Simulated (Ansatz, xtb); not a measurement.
Ranking isomers of GeH2NS+

4 gas-phase structures of GeH2NS+, found in a search over its isomers (lower ones may exist). Each was relaxed with GFN2-xTB:

A. a singlet given by its coordinates
B. `[NH2+]=[Ge]=[S]`, a singlet
C. `[SH2+][N+]#[Ge-]`, a singlet
D. a singlet given by its coordinates

D (Å):

```xyz
5

Ge   -2.2912    0.8852    2.3997
N    -3.1877   -0.6400    1.2731
S    -4.3614    0.2555    2.3231
H    -3.1310   -1.6356    1.5068
H    -3.4143   -0.5604    0.2775
```

Close contacts (Å): Ge1–N2 2.10, Ge1–S3 2.17, N2–S3 1.81, N2–H4 1.02, N2–H5 1.02.

A (Å):

```xyz
5

Ge   -2.8167    1.3164    1.7405
N    -3.4907   -0.1001    0.8924
S    -3.6925   -0.7728    2.4854
H    -3.8895   -0.5865    0.0951
H    -2.5508   -1.5230    2.5650
```

Close contacts (Å): Ge1–N2 1.78, Ge1–S3 2.38, N2–S3 1.74, N2–H4 1.02, S3–H5 1.37.

Problem. Estimate their order in r2SCAN-D4/def2-SVP energy at these geometries, lowest first.

Solution. Calculated order at r2SCAN-D4/def2-SVP: D (0.000), B (0.725), A (0.771), C (1.697) eV.

Energies above the lowest of each column, in eV; the last columns are at PBE-D3(BJ)/def2-SVP geometries and were run for some of them only (a dash: not run or not comparable):

```json
{"structure": "D", "GFN2-xTB": "0.000", "HF/STO-3G": "0.000", "r2SCAN-D4/def2-SVP": "0.000", "PBE-D3(BJ)/def2-SVP": "0.000", "CCSD(T)/def2-TZVPP": "0.000"}
{"structure": "B", "GFN2-xTB": "0.646", "HF/STO-3G": "1.075", "r2SCAN-D4/def2-SVP": "0.725", "PBE-D3(BJ)/def2-SVP": "0.854", "CCSD(T)/def2-TZVPP": "0.617"}
{"structure": "A", "GFN2-xTB": "0.385", "HF/STO-3G": "0.739", "r2SCAN-D4/def2-SVP": "0.771", "PBE-D3(BJ)/def2-SVP": "0.741", "CCSD(T)/def2-TZVPP": "0.691"}
{"structure": "C", "GFN2-xTB": "0.795", "HF/STO-3G": "2.533", "r2SCAN-D4/def2-SVP": "1.697", "PBE-D3(BJ)/def2-SVP": "–", "CCSD(T)/def2-TZVPP": "–"}
```

Every level run on D puts it lowest or level with the lowest. Frequencies (PBE-D3(BJ)/def2-SVP) were run for A, B, D alone.

Over these structures GFN2-xTB departs from r2SCAN-D4/def2-SVP by 0.303 eV on average once a common shift is removed. A GFN2-xTB relaxation took about 0.29 s and the r2SCAN-D4/def2-SVP energy about 4.5 s on a shared host (Ansatz 0.2.0, xtb 6.7.1).
